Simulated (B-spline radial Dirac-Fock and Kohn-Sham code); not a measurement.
Hf⁺: L2-M23M23 lines in intermediate coupling

System: the Hf⁺ ion in the configuration [Xe] 4f14 5d1 6s2, inside a Watson sphere of charge -1 and radius 1.6 Å (a model of the Madelung potential; inside it an electron's potential energy is raised by 9.0 eV).

Input file task.json (cfg lists n, l and occupation; rrms is the nuclear radius in fm):

```json
{"items": [{
  "Z": 72,
  "q": 1,
  "cfg": [[1, 0, 2], [2, 0, 2], [2, 1, 6], [3, 0, 2], [3, 1, 6], [3, 2, 10], [4, 0, 2], [4, 1, 6], [4, 2, 10], [4, 3, 14], [5, 0, 2], [5, 1, 6], [5, 2, 1], [6, 0, 2]],
  "A": 180,
  "rrms": 5.347,
  "watson": [-1, 1.6],
  "do": ["binding", "quiet", "double"]
}]}
```

Launch: `python xray_run.py task.json out`

The computed values come from a B-spline atomic structure program: Dirac-Fock (average of configuration) total-energy differences with a finite nucleus, the Breit interaction including its frequency dependence, and self-energy and vacuum-polarisation corrections. The two-hole levels come from diagonalising the Coulomb interaction among the jj configurations; intensities are independent-particle Coulomb rates. Kinetic energies are from the vacuum level. Correlation and solid-state effects are left out. Open outer shells are spectators and are not coupled to the holes.

```csv
kinetic energy (eV),J,leading jj holes (weight),leading LS term (weight),intensity (%)
5928.8,0,M2M2 (1.00),³P0 (0.64),25.1
6190.5,2,M2M3 (1.00),¹D2 (0.69),50.6
6200.0,1,M2M3 (1.00),³P1 (1.00),23.2
6435.6,0,M3M3 (1.00),¹S0 (0.64),0.7
6453.7,2,M3M3 (1.00),³P2 (0.69),0.5
```

The strongest line, by its leading LS label ¹D2, lies at 6190.5 eV. The mean weight of the leading component is 1.00 in jj and 0.73 in LS coupling, so jj labels describe these levels better.
